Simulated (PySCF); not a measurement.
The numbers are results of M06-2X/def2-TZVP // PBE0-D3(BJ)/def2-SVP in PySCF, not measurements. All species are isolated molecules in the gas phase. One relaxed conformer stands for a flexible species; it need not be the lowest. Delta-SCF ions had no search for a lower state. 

Reference species (SMILES): `[SiH3][Sn]([SiH3])([SiH3])[SiH3]` (neutral, multiplicity 1).

The HOMO comes out as -8.41 eV. The vertical ionisation energy (Delta-SCF) is 9.11 eV.

Changed species: `C[CH2][Sn]([CH2]C)([CH2]C)[CH2]C` (4 of 4 SiH3 replaced by C2H5; the reference has 0 of 4 SiH3 replaced by C2H5).

Give the shifts of the HOMO and vertical ionisation energy (Delta-SCF).

the HOMO rises by 0.30 eV, to -8.11 eV; the vertical ionisation energy (Delta-SCF) decreases by 0.27 eV, to 8.84 eV.
